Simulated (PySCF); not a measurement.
## How methods differ on the ionisation energy of B⁺

B⁺ [He] 2s2 (1S) → B²⁺ [He] 2s1 (2S), as a difference of total energies. Calculation: PySCF 2.14, in aug-cc-pVDZ-DK (4s3p2d, 23 functions); scalar relativity by spin-free X2C-1e. Correlated levels: valence: 1s2 frozen. The calculations carry no spin-orbit coupling.

Question: Order these methods by the ionisation energy they give, lowest first.
A. SCS-MP2 (valence)
B. MP2 (valence)
C. M06-2X
D. UHF

Answer: D (23.499 eV), B (24.387 eV), A (24.565 eV), C (24.820 eV).

Errors of the correlated levels include the incompleteness of this basis and the frozen core.

With two correlated electrons CCSD is exact in that space.

The coupled-cluster amplitudes are large for B⁺ (T1 above 0.03 or a double amplitude above 0.15), so a single reference is strained.

For comparison: 25.155 eV (measured; NIST Atomic Spectra Database, ionization energies).
